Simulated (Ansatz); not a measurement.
`CC(F)([SiH3])Cl` and `FC([SiH3])([SiH3])Cl` differ in one atom or group.

Ansatz, PBE0-D4/def2-TZVP geometries, multiplicity 1. 

```csv
property,`CC(F)([SiH3])Cl`
HOMO–LUMO gap (ωB97M-V/def2-TZVPP) / eV,12.30
HOMO–LUMO gap (PBE/def2-TZVPP) / eV,5.95
LUMO energy (ωB97M-V/def2-TZVPP) / eV,1.80
LUMO energy (B3LYP/def2-TZVPP) / eV,-0.19
HOMO–LUMO gap (PBE0/def2-TZVPP) / eV,8.29
size of the dipole moment (ωB97M-V/def2-TZVPP) / D,2.00
```

What does the change do to each property? (Best estimate.)

Computed: 
| property | `FC([SiH3])([SiH3])Cl` | shift |
| --- | --- | --- |
| HOMO–LUMO gap (ωB97M-V/def2-TZVPP) / eV | 11.56 | -0.74 |
| HOMO–LUMO gap (PBE/def2-TZVPP) / eV | 5.24 | -0.71 |
| LUMO energy (ωB97M-V/def2-TZVPP) / eV | 1.40 | -0.40 |
| LUMO energy (B3LYP/def2-TZVPP) / eV | -0.63 | -0.44 |
| HOMO–LUMO gap (PBE0/def2-TZVPP) / eV | 7.52 | -0.77 |
| size of the dipole moment (ωB97M-V/def2-TZVPP) / D | 1.61 | -0.39 |

With PBE0 the HOMO rises by 0.31 eV and the LUMO falls by 0.46 eV, so the gap narrows by about 0.77 eV. PBE moves the HOMO by 0.28 eV and ωB97M-V by 0.34 eV. Dipoles are sizes alone; their direction can turn.

Positive LUMOs are unbound, so they and the gaps depend on the basis.

B3LYP here is the variant with VWN-RPA as its local correlation; programs differ in this.
